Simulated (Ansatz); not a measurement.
Nb3H3Se9, relaxed as a singlet with RKS PBE-D4/def2-SVP in Ansatz, starting from a model built from a lattice or polyhedron. Force threshold 0.03 eV/Å.

In the def2 sets Nb takes a core potential; there is no spin–orbit coupling. The relaxation made no stability test and no search for a lower SCF solution.

Start:

```xyz
15

Nb    1.143   -1.042    1.262
Nb    0.067    2.025    0.131
Nb   -1.649   -0.855   -0.737
Se    2.773   -2.417    2.577
Se    0.544   -2.106   -0.985
Se   -1.271   -1.801    1.614
Se    2.276    0.785   -0.130
Se    0.458    1.048    2.498
Se   -0.531    0.962   -2.123
Se   -2.402    1.256    0.453
Se    0.278    4.498   -0.021
Se   -3.550   -2.002   -1.925
H     3.552   -2.551    1.502
H     1.078    4.330   -1.087
H    -2.766   -2.130   -3.028
```

```
         step   energy (eV)  largest force component (eV/Å)  SCF passes
            1  -592704.6908                           4.745          70
            2  -592705.9419                           1.401          46
            3  -592706.1774                           0.565          40
            4  -592706.2985                           0.529          39
            5  -592706.4133                           0.634          42
            6  -592706.4637                           0.232          38
            7  -592706.5553                           0.540          44
            8  -592706.6391                           0.689          39
            9  -592706.7091                           0.362          38
           10  -592706.7441                           0.407          34
           11  -592706.7818                           0.666          35
           13  -592706.8573                           0.268          35
           15  -592706.8881                           0.402          28
           17  -592706.9240                           0.431          35
           19  -592706.9625                           0.186          28
           21  -592706.9725                           0.060          28
           23  -592706.9875                           0.157          27
           25  -592706.9957                           0.068          27
           27  -592707.0032                           0.248          27
           29  -592707.0109                           0.089          27
           31  -592707.0148                           0.262          27
           33  -592707.0181                           0.049          29
           35  -592707.0190                           0.075          29
37 (rejected)  -592707.0187                           0.049          28
           39  -592707.0200                           0.023          28
```

Force components are those of the run's own axes.

End:

```xyz
15

Nb    1.216   -0.731    0.812
Nb    0.109    1.706   -0.227
Nb   -1.486   -1.116   -1.019
Se    2.755   -1.321    2.695
Se    0.580   -2.450   -1.007
Se   -1.379   -1.397    1.519
Se    2.263    0.687   -0.953
Se    0.526    1.281    2.202
Se   -1.039    0.894   -2.398
Se   -2.366    0.636    0.603
Se    0.718    4.141   -0.222
Se   -3.084   -2.649   -2.183
H     3.248   -2.456    1.846
H     1.850    4.197    0.738
H    -3.910   -1.422   -2.404
```

Bonds formed: Se6–Se10 (atoms count from 1).

The force fell under the threshold at step 38, but the optimiser went on. No frequencies were taken in this run, so the end may be a saddle point.

Run time 4.3 min (2 threads of AMD EPYC 7R13 on a shared host and a share (18 GiB) of an NVIDIA H100 80GB HBM3), peak host memory 1.1 GiB.
